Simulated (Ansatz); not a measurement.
The cluster SnF3⁻, relaxed as a singlet with RKS PBE-D4/def2-TZVPD in Ansatz, starting from the GFN2-xTB geometry. Force threshold 0.02 eV/Å.

In the def2 sets Sn takes a core potential; there is no spin–orbit coupling. The structure comes from a short search, and lower isomers may exist.

Start:

Cartesian coordinates in Å:
```
Sn 0.1085 0.3539 -0.2965
F 2.0489 -0.7098 0.1468
F -0.7926 1.3192 1.5337
F -1.3648 -0.9632 -1.3840
```

```csv
step,energy (eV),largest force component (eV/Å),SCF passes
1,-13983.4927,1.312,16
2,-13984.0934,0.636,26
3,-13984.3385,0.609,26
4,-13984.3971,0.220,20
5,-13984.4059,0.002,20
```

Force components are those of the run's own axes.

End:

```xyz
4

Sn    0.1772    0.5836   -0.4910
F     1.6207   -0.6705    0.2040
F    -0.6666    0.9636    1.3210
F    -1.1313   -0.8768   -1.0341
```

By distances, no bond broke or formed. The bond that changes most is Sn1–F2, from 2.26 to 2.03 Å (atoms count from 1).

No frequencies were taken in this run, so the end may be a saddle point.

Run time 4.8 s (4 threads of Arm Neoverse V1 on a shared host).
